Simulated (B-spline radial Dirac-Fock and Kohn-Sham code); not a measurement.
Z = 32 (germanium), transition energy 200 keV. Level of theory: a Dirac-Hartree-Slater potential of the neutral atom with a Latter tail (no hole, which puts coefficients of high multipoles low close above an edge), finite nucleus with surface currents; an atomic code on a B-spline grid. Subshells that would emit electrons below 1 keV are left out.

Q: A pure transition shows α(K) = 0.0674, L1/L2 = 17.4 and L1/L3 = 29.2. What is its multipolarity?
A. E3
B. M3
C. E4
D. M1
E. E2
F. M2
G. E1
H. M4

A: F. For comparison, α(K), L1/L2, L1/L3 are E1 0.00784, 40.9, 24.5; E2 0.0495, 11.7, 9.51; E3 0.265, 3.94, 3.77; E4 1.35, 1.72, 1.78; M1 0.0115, 33.3, 77.5; M3 0.373, 10.7, 9.59; M4 2.06, 7.40, 4.46.

Values without a named source are computed, but for edge energies of neutral atoms, which are taken from tables.
